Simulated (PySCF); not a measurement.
Cl2Cu, doublet, at a GFN2-xTB geometry (such geometries of metal compounds can be far from the true shape); CAMB3LYP/def2-SVP (PySCF).

The PySCF input:
```python
from pyscf import gto, scf, dft

mol = gto.Mole()
mol.atom = '''
    Cu    0.000000    0.000000    0.000000
    Cl   -0.000000   -0.000000   -2.034859
    Cl    0.000000    0.000000    2.034859
'''
mol.basis = 'def2-svp'
mol.charge = 0
mol.spin = 1
mol.verbose = 4
mol.build()

mf = dft.UKS(mol)
mf.xc = 'camb3lyp'
mf.init_guess = 'sap'
mf.kernel()
mf.analyze()
```

What the program printed (banner, timings and long lists left out):

```
PySCF version 2.14.0

[INPUT] verbose = 4
[INPUT] num. atoms = 3
[INPUT] num. electrons = 63
[INPUT] charge = 0
[INPUT] spin (= nelec alpha-beta = 2S) = 1
[INPUT] symmetry False subgroup None
[INPUT] Mole.unit = angstrom
[INPUT] Symbol           X                Y                Z      unit          X                Y                Z       unit  Magmom
[...]
nuclear repulsion = 293.993262896869
number of shells = 27
number of NR pGTOs = 145
number of NR cGTOs = 67
basis = def2-svp
ecp = {}

******** <class 'pyscf.dft.uks.UKS'> ********
method = UKS
initial guess = sap
damping factor = 0
level_shift factor = 0
DIIS = <class 'pyscf.scf.diis.CDIIS'>
diis_start_cycle = 1
diis_space = 8
diis_damp = 0
SCF conv_tol = 1e-09
SCF conv_tol_grad = None
SCF max_cycles = 50
direct_scf = True
direct_scf_tol = 1e-13
number electrons alpha = 32  beta = 31
XC library pyscf.dft.libxc version 7.1.2
    S. Lehtola, C. Steigemann, M. J. T. Oliveira, and M. A. L. Marques,  SoftwareX 7, 1–5 (2018)
XC functionals = camb3lyp
    T. Yanai, D. P. Tew, and N. C. Handy,  Chem. Phys. Lett. 393, 51 (2004)
radial grids:
    Treutler-Ahlrichs [JCP 102, 346 (1995); DOI:10.1063/1.469408] (M4) radial grids

becke partition: Becke, JCP 88, 2547 (1988); DOI:10.1063/1.454033
pruning grids: <function nwchem_prune>
grids dens level: 3
symmetrized grids: False
atomic radii adjust function: <function treutler_atomic_radii_adjust>
small_rho_cutoff = 0
Set gradient conv threshold to 3.16228e-05
Initial guess from superposition of atomic potentials (doi:10.1021/acs.jctc.8b01089)
This is the Gaussian fit version as described in doi:10.1063/5.0004046.
Found SAP basis sapgrasplarge

tot grids = 58400
init E= -2560.00592656622

cycle= 1 E= -2560.29258212702  delta_E= -0.287  |g|= 0.905  |ddm|= 1.19
cycle= 2 E= -2558.43404935768  delta_E= 1.86  |g|= 2.84  |ddm|= 1.88
cycle= 3 E= -2560.55199636997  delta_E= -2.12  |g|= 0.148  |ddm|= 1.47
cycle= 4 E= -2560.55895289438  delta_E= -0.00696  |g|= 0.155  |ddm|= 0.288
cycle= 5 E= -2560.5660483094  delta_E= -0.0071  |g|= 0.0584  |ddm|= 0.0926
cycle= 6 E= -2560.56753421783  delta_E= -0.00149  |g|= 0.0186  |ddm|= 0.0664
cycle= 7 E= -2560.56781133122  delta_E= -0.000277  |g|= 0.00375  |ddm|= 0.0443
cycle= 8 E= -2560.56782421133  delta_E= -1.29e-05  |g|= 0.00146  |ddm|= 0.00942
cycle= 9 E= -2560.5678255191  delta_E= -1.31e-06  |g|= 0.000233  |ddm|= 0.00305
cycle= 10 E= -2560.56782554861  delta_E= -2.95e-08  |g|= 2.65e-05  |ddm|= 0.000379
[...]
converged SCF energy = -2560.56782554953  <S^2> = 0.75499626  2S+1 = 2.00499
Total Energy =                       -2560.567825549526788
[...]
spin_pop of  0 Cu 3dyz      0.00284
spin_pop of  0 Cu 3dz^2     0.00456
spin_pop of  0 Cu 3dxz      0.48384
spin_pop of  0 Cu 3dx2-y2   -0.00018
spin_pop of  0 Cu 4dxy      0.00023
spin_pop of  0 Cu 4dyz      0.00010
spin_pop of  0 Cu 4dz^2     0.00003
spin_pop of  0 Cu 4dxz      0.00024
spin_pop of  0 Cu 4dx2-y2    0.00023
spin_pop of  0 Cu 4f-3      0.00000
spin_pop of  0 Cu 4f-2      0.00000
spin_pop of  0 Cu 4f-1      0.00000
spin_pop of  0 Cu 4f+0     -0.00000
spin_pop of  0 Cu 4f+1     -0.00000
spin_pop of  0 Cu 4f+2      0.00001
spin_pop of  0 Cu 4f+3      0.00000
spin_pop of  1 Cl 1s       -0.00000
spin_pop of  1 Cl 2s       -0.00000
spin_pop of  1 Cl 3s        0.00115
spin_pop of  1 Cl 4s       -0.00005
spin_pop of  1 Cl 2px       0.00001
spin_pop of  1 Cl 2py      -0.00000
spin_pop of  1 Cl 2pz      -0.00000
spin_pop of  1 Cl 3px       0.26270
spin_pop of  1 Cl 3py       0.00217
spin_pop of  1 Cl 3pz       0.00215
spin_pop of  1 Cl 4px      -0.00016
spin_pop of  1 Cl 4py      -0.00001
spin_pop of  1 Cl 4pz      -0.00001
spin_pop of  1 Cl 3dxy     -0.00000
spin_pop of  1 Cl 3dyz     -0.00009
spin_pop of  1 Cl 3dz^2    -0.00014
spin_pop of  1 Cl 3dxz     -0.00115
spin_pop of  1 Cl 3dx2-y2    0.00005
spin_pop of  2 Cl 1s       -0.00000
spin_pop of  2 Cl 2s       -0.00000
spin_pop of  2 Cl 3s        0.00115
spin_pop of  2 Cl 4s       -0.00005
spin_pop of  2 Cl 2px       0.00001
spin_pop of  2 Cl 2py      -0.00000
spin_pop of  2 Cl 2pz      -0.00000
spin_pop of  2 Cl 3px       0.26270
spin_pop of  2 Cl 3py       0.00217
spin_pop of  2 Cl 3pz       0.00215
spin_pop of  2 Cl 4px      -0.00016
spin_pop of  2 Cl 4py      -0.00001
spin_pop of  2 Cl 4pz      -0.00001
spin_pop of  2 Cl 3dxy     -0.00000
spin_pop of  2 Cl 3dyz     -0.00009
spin_pop of  2 Cl 3dz^2    -0.00014
spin_pop of  2 Cl 3dxz     -0.00115
spin_pop of  2 Cl 3dx2-y2    0.00005
 ** Mulliken Spin Density (per atom)  **
spin density of  0 Cu =      0.46674
spin density of  1 Cl =      0.26663
spin density of  2 Cl =      0.26663
 ** Mulliken pop alpha/beta on meta-lowdin orthogonal AOs **
 ** Mulliken pop       alpha | beta **
In total            32.00000 | 31.00000
 ** Mulliken atomic charges   ( Nelec_alpha | Nelec_beta ) **
charge of  0Cu =      0.87567  (    14.29554     13.82880 )
charge of  1Cl =     -0.43783  (     8.85223      8.58560 )
charge of  2Cl =     -0.43783  (     8.85223      8.58560 )
Dipole moment(X, Y, Z, Debye): -0.00000, -0.00000, -0.00000
```
